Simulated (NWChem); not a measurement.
Basis-set convergence for AgI

```xyz
2

Ag     0.0000     0.0000    -1.3683
I      0.0000     0.0000     1.2134
```
Charge 0, spin multiplicity 1.

Program: NWChem. The geometry was optimised at PBE0/def2-SVP with def2 effective core potentials on Ag, I, a minimum by its harmonic frequencies.

Quantity: vertical ionisation energy at the level ΔPBE0 (Δ: difference of total energies, the cation a doublet at the parent's geometry with its hole in an orbital of symmetry b2 (C2v labels); it is the state that the SCF runs reached, from PBE0 orbitals for Hartree-Fock references, and need not be the lowest).

Effective core potentials replace the inner electrons of Ag, I; spin-orbit coupling is left out. The structure started from a generated list of species. No SCF solution was tested for a lower state.

Costs are rough ratios of processor time within this set of runs, SCF included, with def2-SVP as 1.

In def2-QZVP the value is 8.94 eV. Among def2-SVP, def2-SVPD, def2-TZVP, def2-TZVPD, def2-TZVPP, which is the smallest basis within 0.1 eV of it?

def2-SVP, with 57 functions against 154 and about 10 % of the time (also within reach: def2-SVPD, def2-TZVP, def2-TZVPD, def2-TZVPP). def2-QZVP isn't the basis-set limit itself, and a small set can land close by cancellation.

| basis | functions | vertical ionisation energy (eV) | relative cost |
|---|---|---|---|
| def2-SVP | 57 | 8.98 | 1 |
| def2-SVPD | 69 | 8.99 | under 3 |
| def2-TZVP | 90 | 8.93 | under 3 |
| def2-TZVPD | 99 | 8.94 | under 3 |
| def2-TZVPP | 106 | 8.94 | under 3 |
| def2-QZVP | 154 | 8.94 | 7 |
